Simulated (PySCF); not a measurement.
Delta-SCF ions had no search for a lower state. Excitations are Tamm–Dancoff values on a coarser integration grid. The basis has no diffuse functions, so Rydberg states are missing or too high.

Z-matrix (Å, degrees):
```
Si
Si 1 2.3424
H 2 1.4954 1 109.97
H 2 1.4955 3 108.86 1 -120.88
H 2 1.4958 3 108.86 4 -118.44
Si 1 2.3428 2 109.64 3 62.02
H 6 1.4953 1 109.85 2 -179.93
H 6 1.4953 7 109.00 1 -120.43
H 6 1.4962 7 108.94 8 -118.75
Si 1 2.3435 2 109.66 3 -177.83
H 10 1.4956 1 110.05 2 174.77
H 10 1.4960 11 108.81 1 120.93
H 10 1.4960 11 108.90 12 118.39
Si 1 2.3683 2 109.72 3 -56.57
H 14 1.4962 1 107.25 2 55.23
H 14 1.4963 15 109.79 1 -116.43
B 14 1.9838 15 116.98 16 -135.85
H 17 1.2084 14 120.79 15 -28.39
H 17 1.2087 18 118.28 14 171.72
```
Charge 0, multiplicity 1.

Q: Predict the HOMO, brightest of the four lowest singlets (TDA), S1 excitation (TDA), HOMO–LUMO gap, total energy, S1–T1 gap (TDA), T1 excitation (TDA) and vertical ionisation energy (Delta-SCF) from PySCF with PBE0-D3(BJ)/def2-TZVP // PBE0-D3(BJ)/def2-SVP.

A: 
| Quantity | Result |
|---|---|
| HOMO | -7.58 eV |
| brightest of the four lowest singlets (TDA) | 4.03 eV |
| S1 excitation (TDA) | 4.03 eV |
| HOMO–LUMO gap | 5.08 eV |
| total energy | -40259.38 eV |
| S1–T1 gap (TDA) | 1.00 eV |
| T1 excitation (TDA) | 3.03 eV |
| vertical ionisation energy (Delta-SCF) | 9.08 eV |
